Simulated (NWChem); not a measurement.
System: CH4F3NSi; SMILES F[Si](F)(NC)F

The following NWChem deck was run.

```
start job
memory heap 200 mb stack 900 mb global 1100 mb
geometry units angstroms noautoz
  C     -0.080069     2.385538     0.073276
  N      0.667999     1.146967     0.132284
  Si     0.031086    -0.402455     0.001437
  F     -0.675990    -0.992404     1.316055
  F      1.207011    -1.426717    -0.360431
  F     -1.107945    -0.443569    -1.124940
  H     -0.245522     2.838677     1.066259
  H     -1.065735     2.202835    -0.379009
  H      0.428232     3.127004    -0.563700
  H      1.647631     1.241111     0.374327
end
basis spherical
  * library 6-31g*
end
dft
  xc m06-2x
  iterations 150
  mulliken
end
task dft gradient
```

Parts of the log:

```
             Northwest Computational Chemistry Package (NWChem) 7.3.0
             --------------------------------------------------------

 C1  symmetry detected

                             Geometry "geometry" -> ""
                             -------------------------

 Output coordinates in angstroms (scale by  1.889725989 to convert to a.u.)

  No.       Tag          Charge          X              Y              Z
 ---- ---------------- ---------- -------------- -------------- --------------
    1 C                    6.0000    -0.03001069     2.38042051     0.07724958
    2 N                    7.0000     0.69192907     1.12562521     0.11516454
    3 Si                  14.0000     0.01853287    -0.40902360    -0.00681172
    4 F                    9.0000    -0.67177650    -0.98866777     1.32123285
    5 F                    9.0000     1.16341960    -1.45720356    -0.39849251
    6 F                    9.0000    -1.14596300    -0.42083023    -1.10754652
    7 H                    1.0000    -0.16332927     2.83309416     1.07526642
    8 H                    1.0000    -1.02927768     2.22103258    -0.35349457
    9 H                    1.0000     0.48004681     3.11317290    -0.56834740
   10 H                    1.0000     1.67853977     1.19744525     0.33554595

 Effective nuclear repulsion energy (a.u.)     343.2254450074

                                 NWChem DFT Module
                                 -----------------

 Summary of "ao basis" -> "ao basis" (spherical)
 ------------------------------------------------------------------------------
       Tag                 Description            Shells   Functions and Types
 ---------------- ------------------------------  ------  ---------------------
 C                           6-31g*                  6       14   3s2p1d
 N                           6-31g*                  6       14   3s2p1d
 Si                          6-31g*                  8       18   4s3p1d
 F                           6-31g*                  6       14   3s2p1d
 H                           6-31g*                  2        2   2s

            General Information
            -------------------
          SCF calculation type: DFT
          Wavefunction type:  closed shell.
          No. of atoms     :    10
          No. of electrons :    58
           Alpha electrons :    29
            Beta electrons :    29
          Charge           :     0
          Spin multiplicity:     1
          Use of symmetry is: off; symmetry adaption is: off
          Maximum number of iterations: 150
          AO basis - number of functions:    96
                     number of shells:    46
          Convergence on energy requested:  1.00D-06
          Convergence on density requested:  1.00D-05
          Convergence on gradient requested:  5.00D-04

              XC Information
              --------------
                       M06-2X Method XC Functional
                     Hartree-Fock (Exact) Exchange  0.540
                        M06-2X Exchange Functional  1.000
                      M06-2X Correlation Potential  1.000

             Grid Information
             ----------------
          Grid used for XC integration:  medium
          Radial quadrature: Mura-Knowles
          Angular quadrature: Lebedev.
          Tag              B.-S. Rad. Rad. Pts. Rad. Cut. Ang. Pts.
          ---              ---------- --------- --------- ---------
          C                   0.70       49          10.0       434
          N                   0.65       49           7.0       434
          Si                  1.10       88          10.0       590
          F                   0.50       49          11.0       434
          H                   0.35       45          11.0       434
          Grid pruning is: on
          Number of quadrature shells:   513
          Spatial weights used:  Erf1

      Superposition of Atomic Density Guess
      -------------------------------------

 Sum of atomic energies:        -680.88122614

      Non-variational initial energy
      ------------------------------

 Total energy =    -682.854794
 1-e energy   =   -1627.610563
 2-e energy   =     601.530324
 HOMO         =      -0.306163
 LUMO         =       0.049550

     ---------------------------------------------
      Total Density - Mulliken Population Analysis
     ---------------------------------------------

    Atom       Charge   Shell Charges
 -----------   ------   -------------------------------------------------------
    1 C    6     6.39   2.00  0.70  1.92  0.64  1.08  0.05
    2 N    7     7.94   2.00  0.80  2.61  0.76  1.75  0.02
    3 Si  14    11.96   2.00  2.00  5.97  0.60  0.89  0.04  0.16  0.30
    4 F    9     9.60   2.00  0.95  3.46  1.00  2.18  0.01
    5 F    9     9.59   2.00  0.95  3.46  1.00  2.18  0.01
    6 F    9     9.60   2.00  0.95  3.46  1.00  2.19  0.01
    7 H    1     0.80   0.48  0.32
    8 H    1     0.79   0.47  0.31
    9 H    1     0.79   0.47  0.31
   10 H    1     0.56   0.41  0.15

   convergence    iter        energy       DeltaE   RMS-Dens  Diis-err
 ---------------- ----- ----------------- --------- --------- ---------
 d= 0,ls=0.0,diis     1   -684.2104910007 -1.03D+03  1.10D-02  9.85D-01
 d= 0,ls=0.0,diis     2   -684.2407016605 -3.02D-02  4.43D-03  9.55D-01
 d= 0,ls=0.0,diis     3   -684.3152199104 -7.45D-02  4.87D-04  6.16D-03
 d= 0,ls=0.0,diis     4   -684.3156915753 -4.72D-04  1.85D-04  8.20D-04
 d= 0,ls=0.0,diis     5   -684.3157640377 -7.25D-05  5.94D-05  1.20D-04
  Resetting Diis
 d= 0,ls=0.0,diis     6   -684.3157765727 -1.25D-05  1.19D-05  1.37D-06
 d= 0,ls=0.0,diis     7   -684.3157767727 -2.00D-07  4.46D-06  1.72D-07

         Total DFT energy =     -684.315776772746
      One electron energy =    -1631.066072929780
           Coulomb energy =      669.767196780817
    Exchange-Corr. energy =      -66.242345631174
 Nuclear repulsion energy =      343.225445007391

 Numeric. integr. density =       57.999997332665

                       DFT Final Molecular Orbital Analysis
                       ------------------------------------

 Vector   27  Occ=2.000000D+00  E=-4.968544D-01
              MO Center= -3.5D-01, -9.1D-01,  1.6D-01, r^2= 2.6D+00
   Bfn.  Coefficient  Atom+Function         Bfn.  Coefficient  Atom+Function
  ----- ------------  ---------------      ----- ------------  ---------------
    49      0.395099   4 F  px               65     -0.319489   5 F  pz
    79      0.296265   6 F  pz               53      0.286546   4 F  px
    69     -0.235551   5 F  pz               77     -0.216171   6 F  px
    83      0.214814   6 F  pz               81     -0.160687   6 F  px
    50     -0.158649   4 F  py               51      0.144289   4 F  pz

 Vector   28  Occ=2.000000D+00  E=-4.492057D-01
              MO Center=  3.5D-02,  1.9D+00, -4.5D-02, r^2= 2.5D+00
   Bfn.  Coefficient  Atom+Function         Bfn.  Coefficient  Atom+Function
  ----- ------------  ---------------      ----- ------------  ---------------
     3      0.290753   1 C  px                4      0.225691   1 C  py
    91     -0.225461   8 H  s                18     -0.194756   2 N  py
    92     -0.193468   8 H  s                17     -0.191328   2 N  px
    93      0.170107   9 H  s                36      0.157772   3 Si py
     7      0.151856   1 C  px               94      0.150838   9 H  s

 Vector   29  Occ=2.000000D+00  E=-3.311705D-01
              MO Center=  5.1D-01,  1.3D+00,  1.4D-01, r^2= 1.9D+00
   Bfn.  Coefficient  Atom+Function         Bfn.  Coefficient  Atom+Function
  ----- ------------  ---------------      ----- ------------  ---------------
    19      0.517745   2 N  pz               23      0.471903   2 N  pz
    90     -0.172140   7 H  s                 5     -0.168400   1 C  pz
    89     -0.149646   7 H  s                94      0.132729   9 H  s
    93      0.116392   9 H  s                 9     -0.096994   1 C  pz
    17     -0.095307   2 N  px               21     -0.088677   2 N  px

 Vector   30  Occ=0.000000D+00  E= 7.996899D-02
              MO Center=  2.6D-01,  4.5D-01,  1.5D-01, r^2= 4.9D+00
   Bfn.  Coefficient  Atom+Function         Bfn.  Coefficient  Atom+Function
  ----- ------------  ---------------      ----- ------------  ---------------
    38      1.299576   3 Si s                20     -1.045673   2 N  s
    96      0.647568  10 H  s                 6     -0.547138   1 C  s
    52     -0.325469   4 F  s                80     -0.323250   6 F  s
    94      0.315398   9 H  s                92      0.308526   8 H  s
     8     -0.262801   1 C  py               66     -0.249544   5 F  s

[...]

                         DFT ENERGY GRADIENTS

    atom               coordinates                        gradient
                 x          y          z           x          y          z
   1 C      -0.056712   4.498343   0.145981    0.006447  -0.010828   0.000617
   2 N       1.307556   2.127123   0.217629   -0.004005   0.006769   0.000361
   3 Si      0.035022  -0.772943  -0.012872    0.005921   0.010653   0.001322
   4 F      -1.269474  -1.868311   2.496768   -0.005302  -0.004389   0.009604
   5 F       2.198544  -2.753715  -0.753042    0.008604  -0.008650  -0.002908
   6 F      -2.165556  -0.795254  -2.092959   -0.009368  -0.000756  -0.008534
   7 H      -0.308648   5.353772   2.031959   -0.001225   0.002943   0.004339
   8 H      -1.945053   4.197143  -0.668008   -0.004309   0.000756  -0.001810
   9 H       0.907157   5.883044  -1.074021    0.001551   0.003967  -0.002871
  10 H       3.171980   2.262843   0.634090    0.001685  -0.000464  -0.000119
```

Level: M06-2X/6-31G* (spherical d). Geometry: optimised at PBE0/def2-SVP.
